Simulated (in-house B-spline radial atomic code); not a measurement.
How numerical settings move a run on the tungsten ion W³⁺, [Xe] 4f14 5d3. Computed with an all-electron radial atomic-structure program (B-spline basis): Dirac-Hartree-Fock, average of configuration, Fermi nucleus of rms radius 5.3658 fm.

Command:
```bash
python run_scf.py task.json out
```
Settings of the sound reference run:
```
Z                74
electrons        71
configuration    [Xe] 4f14 5d3
hamiltonian      dirac
method           hf
spin_polarised   False
nucleus          fermi
rms_radius       5.3658
mass_number      184
atomic_mass      183.9509
speed_of_light   137.036
knot_spacing     0.22
spline_order     8
gauss_points     12
box_radius       16.22
max_iterations   70
damping          0.5
damped_steps     3
diis_vectors     10
tolerance        1e-08
start            Thomas-Fermi
```

Run time, properties included: 1.8 s on 1 thread of Arm Neoverse V1 (shared host).

It converges in 10 iterations to -16154.482590 hartree, with 5d5/2 at -36.2823 eV. The other runs change the listed settings, some to values that make no sense; their results aren't properties of the atom or ion. Radii are in bohr (the nuclear one in fm), a minus after a letter asks for a j subshell, and «unchanged» means within 1e-8 hartree. The run stops when the residual is below 10 × tolerance × max(1, Z/10), or a noise floor if that is larger, and the energy moves by less than 1e-8 × √|E| hartree; so very loose and very tight tolerances often act alike.

```tsv
changed settings	outcome
max_iterations = 8, damping = 0.95, damped_steps = 1, start = bare nucleus	not converged after 8 iterations, last residual 2.4e-03, last energy +7.09e-05 hartree from the reference
diis_vectors = 0	converged in 20 iterations, energy unchanged
spin_polarised = True	stopped with error: spin polarisation is not served with the Dirac Hamiltonian
damping = 0.95	converged in 10 iterations, energy unchanged, 5d5/2 level +3.0e-06 eV
damping = 0	converged in 9 iterations, energy unchanged, 5d5/2 level +1.7e-06 eV
max_iterations = 5	not converged after 5 iterations, last residual 1.0e-03, last energy +1.86e-05 hartree from the reference
damping = 0.8	converged in 10 iterations, energy unchanged, 5d5/2 level +1.7e-06 eV
gauss_points = 16, max_iterations = 50, tolerance = 0.01, start = bare nucleus	converged in 11 iterations, energy unchanged, 5d5/2 level +1.6e-06 eV
max_iterations = 2	not converged after 2 iterations, last residual 3.4e-02, last energy +1.72e-02 hartree from the reference
max_iterations = 3	not converged after 3 iterations, last residual 1.5e-02, last energy +2.75e-03 hartree from the reference
damping = 0.2	converged in 9 iterations, energy unchanged, 5d5/2 level +8.4e-07 eV
electrons = 72, configuration = [Xe] 4f14 5d3 1f1, max_iterations = 75	stopped with error: there is no 1f shell
diis_vectors = 1	not converged after 70 iterations, last residual 1.2e-01, last energy +2.61e-01 hartree from the reference
diis_vectors = 20	converged in 10 iterations, energy unchanged
```

Problem. What happens with diis_vectors = 2?

Solution. Converged in 11 iterations, energy unchanged, 5d5/2 level -2.9e-06 eV.

Problem. What happens with spline_order = 6, gauss_points = 3, box_radius = 4.87, max_iterations = 60?

Solution. Converged in 10 iterations, energy +4.11e-03 hartree from the reference, 5d5/2 level +1.7e-01 eV (the program warns: 5d5/2 reaches the box edge; 5s1/2 reaches the box edge).

Problem. What happens with first_knot = 1.35e-06, max_iterations = 5, damping = 0, start = bare nucleus?

Solution. Not converged after 5 iterations, last residual 4.6e+00, last energy +2.86e+02 hartree from the reference.

Problem. What happens with electrons = 79, configuration = [Xe] 4f14 5d3 7s2 7p6, max_iterations = 100?

Solution. Converged in 57 iterations to -16154.3355 hartree, a different physical problem (warning: 7s1/2 has a positive eigenvalue: unbound, held by the box).
